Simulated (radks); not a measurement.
The numbers below are computed, except where a source is named.
Ionisation of P+, [Ne] 3s2 3p2, to P2+, [Ne] 3s2 3p1, under several functionals. Scalar-relativistic Kohn-Sham, spin-polarised, spherical densities, finite nucleus; open shells are filled with parallel spins first; a radial shooting solver on a logarithmic mesh with Libxc functionals.

functional,E(P+) (hartree),Exc (hartree),IE (eV),-e(HOMO) (eV),<r> HOMO (bohr),IE error (eV)
"LDA (Slater exchange, Perdew-Zunger correlation)",-340.45691,-21.59780,19.827,14.961,2.113,+0.057
exchange-only LDA,-339.37932,-20.49357,18.854,14.070,2.140,-0.915
RPBE,-341.71663,-22.90177,19.866,15.020,2.117,+0.096
OLYP,-341.75742,-22.96331,19.790,14.910,2.106,+0.020
"LDA (Slater exchange, Perdew-Wang correlation)",-340.46056,-21.60179,19.858,14.993,2.112,+0.088
XLYP,-341.87498,-23.06234,19.653,14.758,2.117,-0.116
MS2 meta-GGA,-341.74128,-22.93544,19.998,15.240,2.108,+0.228

NIST Atomic Spectra Database: 19.769 eV (semi-empirical). Closest: OLYP. The Delta-SCF values span 1.14 eV, the total energies 2.50 hartree. The highest occupied level is 3p. Open shells are spherical and high-spin; term and fine-structure splittings are not resolved.
